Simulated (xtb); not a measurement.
C4H11S (SMILES CC[SH+]CC), charge +1, singlet, from a rough starting geometry; GFN2-xTB in xtb 6.7.1.

Input for xtb:
```
$ xtb mol.xyz --gfn 2 --chrg 1 --opt vtight --json

# file mol.xyz
16

C      2.76246754     0.39077151    -0.21120638
C      1.47263021    -0.49689541    -0.00522668
S      0.03037222     0.67157177     0.35099541
C     -1.35423144    -0.49892365     0.18553871
C     -2.71759181     0.17648939     0.24155689
H      3.54609616    -0.20215082    -0.35972915
H      2.55082326     1.04169029    -1.11865165
H      2.86704271     1.05823282     0.65691037
H      1.21758710    -1.05390007    -0.84372936
H      1.51161983    -1.01964721     0.89168769
H     -0.11785223     1.19178116    -0.92458850
H     -1.25546269    -1.09874853    -0.69518581
H     -1.28448009    -1.14534992     1.06944511
H     -3.52085345    -0.49275199     0.22896610
H     -2.79152259     0.81232638     1.15773907
H     -2.82440134     0.85138416    -0.64318706
```

Output, abridged:

```
   ID    Z sym.   atoms
    1    6 C      1, 2, 4, 5
    2   16 S      3
    3    1 H      6-16

           -------------------------------------------------
          |                Calculation Setup                |
           -------------------------------------------------

           -------------------------------------------------
          |                 G F N 2 - x T B                 |
           -------------------------------------------------

          ...................................................
          :                      SETUP                      :
          :.................................................:
          :  # basis functions                  37          :
          :  # atomic orbitals                  36          :
          :  # shells                           22          :
          :  # electrons                        32          :
          :  max. iterations                   250          :
          :  Hamiltonian                  GFN2-xTB          :
          :  restarted?                      false          :
          :  GBSA solvation                  false          :
          :  PC potential                    false          :
          :  electronic temp.          300.0000000     K    :
          :  accuracy                    1.0000000          :
          :  -> integral cutoff          0.2500000E+02      :
          :  -> integral neglect         0.1000000E-07      :
          :  -> SCF convergence          0.1000000E-05 Eh   :
          :  -> wf. convergence          0.1000000E-03 e    :
          :  Broyden damping             0.4000000          :
          :  net charge                          1          :
          :  unpaired electrons                  0          :
          ...................................................

 iter      E             dE          RMSdq      gap      omega  full diag
   1    -17.1658006 -0.171658E+02  0.328E+00    6.18       0.0  T
   2    -17.1856027 -0.198021E-01  0.191E+00    5.73       1.0  T
   3    -17.1875411 -0.193839E-02  0.754E-01    5.28       1.0  T
   4    -17.1884042 -0.863127E-03  0.349E-01    5.16       1.0  T
   5    -17.1884482 -0.440046E-04  0.557E-02    5.19       1.0  T
   6    -17.1884521 -0.389220E-05  0.287E-02    5.18       1.0  T
   7    -17.1884533 -0.123202E-05  0.655E-03    5.19       3.8  T
   8    -17.1884534 -0.865183E-07  0.204E-03    5.19      12.3  T
   9    -17.1884534 -0.393361E-08  0.714E-04    5.19      35.0  T
  10    -17.1884534 -0.258186E-09  0.194E-04    5.19     128.7  T

   *** convergence criteria satisfied after 10 iterations ***

         :::::::::::::::::::::::::::::::::::::::::::::::::::::
         ::                     SUMMARY                     ::
         :::::::::::::::::::::::::::::::::::::::::::::::::::::
         :: total energy             -16.948597654544 Eh    ::
         :: gradient norm              0.174482855698 Eh/a0 ::
         :: HOMO-LUMO gap              5.190922350179 eV    ::
         ::.................................................::
         :: SCC energy               -17.188458682055 Eh    ::
         :: -> isotropic ES            0.095213973616 Eh    ::
         :: -> anisotropic ES         -0.004772419052 Eh    ::
         :: -> anisotropic XC          0.012175662679 Eh    ::
         :: -> dispersion             -0.007722807325 Eh    ::
         :: repulsion energy           0.239861027511 Eh    ::
         :: add. restraining           0.000000000000 Eh    ::
         :: total charge               1.000000000000 e     ::
         :::::::::::::::::::::::::::::::::::::::::::::::::::::

      -----------------------------------------------------------
     |                   =====================                   |
     |                        A N C O P T                        |
     |                   =====================                   |
     |               Approximate Normal Coordinate               |
[...]
 * total energy  :   -16.9680877 Eh     change       -0.1860623E-05 Eh
 * total energy  :   -16.9680884 Eh     change       -0.6934129E-06 Eh
 * total energy  :   -16.9680887 Eh     change       -0.3296573E-06 Eh
 * total energy  :   -16.9680889 Eh     change       -0.2400414E-06 Eh
 * total energy  :   -16.9680892 Eh     change       -0.2330588E-06 Eh
 * total energy  :   -16.9680895 Eh     change       -0.2885716E-06 Eh
 * total energy  :   -16.9680898 Eh     change       -0.3596507E-06 Eh
 * total energy  :   -16.9680899 Eh     change       -0.1039667E-06 Eh
 * total energy  :   -16.9680901 Eh     change       -0.1877966E-06 Eh
 * total energy  :   -16.9680903 Eh     change       -0.1818054E-06 Eh
 * total energy  :   -16.9680904 Eh     change       -0.1111056E-06 Eh
 * total energy  :   -16.9680905 Eh     change       -0.7606626E-07 Eh
   *** GEOMETRY OPTIMIZATION CONVERGED AFTER 26 ITERATIONS ***
         :: total energy             -16.968090471326 Eh    ::
[...]
        26                         -0.0100062              -0.2723
        27                          0.0012788               0.0348
       ...                                ...                  ...
        36                          0.3090393               8.4094
      -------------------------------------------------------------
                  HL-Gap            0.2022429 Eh            5.5033 eV
             Fermi-level           -0.5136861 Eh          -13.9781 eV

     #   Z          covCN         q      C6AA      α(0)
     1   6 C        3.786    -0.132    23.059     6.840
     2   6 C        3.792    -0.056    21.594     6.618
     3  16 S        2.926     0.271   130.470    19.225
     4   6 C        3.792    -0.056    21.595     6.618
     5   6 C        3.786    -0.132    23.059     6.840
     6   1 H        0.925     0.102     1.770     2.080
     7   1 H        0.925     0.073     2.049     2.238
     8   1 H        0.925     0.082     1.962     2.191
     9   1 H        0.925     0.098     1.804     2.101
    10   1 H        0.925     0.105     1.739     2.062
    11   1 H        0.921     0.187     1.170     1.691
    12   1 H        0.925     0.098     1.804     2.100
    13   1 H        0.925     0.105     1.738     2.062
    14   1 H        0.925     0.102     1.769     2.080
    15   1 H        0.925     0.082     1.962     2.191
    16   1 H        0.925     0.073     2.050     2.239

 Mol. C6AA /au·bohr⁶  :       2019.865927
 Mol. C8AA /au·bohr⁸  :      53903.145708
 Mol. α(0) /au        :         69.175080

Wiberg/Mayer (AO) data.
largest (>0.10) Wiberg bond orders for each atom

 ---------------------------------------------------------------------------
     #   Z sym  total        # sym  WBO       # sym  WBO       # sym  WBO
 ---------------------------------------------------------------------------
     1   6 C    3.973 --     2 C    1.024     7 H    0.981     8 H    0.979
                             6 H    0.962
     2   6 C    3.932 --     1 C    1.024     9 H    0.963    10 H    0.961
                             3 S    0.953
     3  16 S    2.976 --     2 C    0.953     4 C    0.953    11 H    0.938
     4   6 C    3.932 --     5 C    1.024    12 H    0.963    13 H    0.961
                             3 S    0.953
     5   6 C    3.973 --     4 C    1.024    16 H    0.981    15 H    0.979
                            14 H    0.962
     6   1 H    0.989 --     1 C    0.962
     7   1 H    0.995 --     1 C    0.981
     8   1 H    0.993 --     1 C    0.979
     9   1 H    0.990 --     2 C    0.963
    10   1 H    0.989 --     2 C    0.961
    11   1 H    0.965 --     3 S    0.938
    12   1 H    0.990 --     4 C    0.963
    13   1 H    0.989 --     4 C    0.961
    14   1 H    0.989 --     5 C    0.962
    15   1 H    0.993 --     5 C    0.979
    16   1 H    0.995 --     5 C    0.981
 ---------------------------------------------------------------------------

Topologies differ in total number of bonds
Writing topology from bond orders to xtbtopo.mol

molecular dipole:
                 x           y           z       tot (Debye)
 q only:        0.007       0.254       0.075
   full:        0.004       0.084      -0.037       0.234
molecular quadrupole (traceless):
                xx          xy          yy          xz          yz          zz
 q only:        9.194       0.419      -3.494      -1.210      -0.819      -5.700
  q+dip:        6.676       0.251      -3.225      -0.800      -1.473      -3.451
   full:        7.599       0.273      -3.197      -0.948      -1.624      -4.402

optimized geometry written to: xtbopt.xyz

           -------------------------------------------------
          | TOTAL ENERGY              -16.968090471326 Eh   |
          | GRADIENT NORM               0.000032626061 Eh/α |
          | HOMO-LUMO GAP               5.503309112406 eV   |
           -------------------------------------------------

normal termination of xtb
```
